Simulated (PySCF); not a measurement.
# SbN⁺: energy against distance

Set-up: basis Sb def2-SVPD with ECP28, N def2-SVPD; scalar-relativistic core potentials; PySCF 2.14. Energies in eV from Sb⁺ + N in their ground configurations at the same level. State: ²Π (doublet), unpaired electrons π ↑.

All columns are PBE0. A positive dipole points towards N; it is taken about the centre of mass and depends on that origin.

```csv
R (Å),E (eV),μ (D),Mulliken charge on Sb (basis-dependent),HOMO (eV),LUMO (eV),Mayer bond order,⟨S²⟩
1.682,-0.965,-2.25,1.30,-15.16,-12.93,2.08,0.76
1.760,-1.681,-2.31,1.28,-15.12,-12.64,2.09,0.78
1.839,-2.036,-2.31,1.26,-14.81,-12.39,2.05,0.83
1.897,-2.143,-2.23,1.24,-14.51,-12.23,1.95,0.93
1.956,-2.163,-2.11,1.22,-14.27,-12.10,1.81,1.07
2.015,-2.126,-1.99,1.20,-14.10,-11.99,1.68,1.20
2.093,-2.014,-1.86,1.17,-13.94,-11.86,1.53,1.34
2.191,-1.812,-1.73,1.14,-13.81,-11.73,1.38,1.48
2.308,-1.524,-1.59,1.10,-13.72,-11.63,1.23,1.63
2.465,-1.142,-1.35,1.05,-13.64,-11.54,1.01,1.84
```

A fit through these points gives, at Re = 1.943 Å, μ = -2.14 D and dμ/dR = 2.05 D/Å; the reduced mass is 12.55 u.

Question: How strong is the fundamental in the double-harmonic approximation, I = 42.26·(dμ/dR)²/μred km/mol?

Answer: I = 42.26·(2.05)²/12.55 = 14.2 km/mol at PBE0.

⟨S²⟩ is raised (SbN⁺ 1.04), so spin contamination touches these numbers. ⟨S²⟩ of the unrestricted solution departs from its pure value on part of the curve, where spin states mix. Spin–orbit coupling is left out, which matters for elements this heavy, above all for dissociation energies. For an ion De counts to the pair picked by the measured ionisation energies or electron affinities, which need not be the lowest pair at this level. The state was picked by a PBE0 search and need not be the measured ground state.
